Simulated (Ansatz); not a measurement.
Start from `C=C([SiH3])C=S` and change one atom or group to get `C=C(C)C=S`.

Ansatz, PBE0-D4/def2-TZVP geometries, multiplicity 1. Each molecule was computed in one conformer, which needn't be the lowest.

```csv
property,`C=C([SiH3])C=S`
LUMO energy (B3LYP/def2-TZVPP) / eV,-3.00
HOMO–LUMO gap (B3LYP/def2-TZVPP) / eV,3.32
size of the dipole moment (B3LYP/def2-TZVPP) / D,2.09
HOMO energy (ωB97M-V/def2-TZVPP) / eV,-8.80
size of the dipole moment (PBE/def2-TZVPP) / D,2.01
LUMO energy (PBE0/def2-TZVPP) / eV,-2.83
```

Q: What does the change do to each property? (Estimate.)

A: Ansatz gave: 
```json
{"property": "LUMO energy (B3LYP/def2-TZVPP) / eV", "`C=C(C)C=S`": "-2.77", "shift": "0.23"}
{"property": "HOMO–LUMO gap (B3LYP/def2-TZVPP) / eV", "`C=C(C)C=S`": "3.43", "shift": "0.11"}
{"property": "size of the dipole moment (B3LYP/def2-TZVPP) / D", "`C=C(C)C=S`": "2.72", "shift": "0.63"}
{"property": "HOMO energy (ωB97M-V/def2-TZVPP) / eV", "`C=C(C)C=S`": "-8.69", "shift": "0.11"}
{"property": "size of the dipole moment (PBE/def2-TZVPP) / D", "`C=C(C)C=S`": "2.67", "shift": "0.66"}
{"property": "LUMO energy (PBE0/def2-TZVPP) / eV", "`C=C(C)C=S`": "-2.60", "shift": "0.23"}
```

With PBE0 the HOMO rises by 0.13 eV and the LUMO rises by 0.23 eV, so the gap widens by about 0.10 eV. PBE moves the HOMO by 0.15 eV and ωB97M-V by 0.11 eV. Dipoles are sizes alone; their direction can turn.

B3LYP here is the variant with VWN-RPA as its local correlation; programs differ in this.
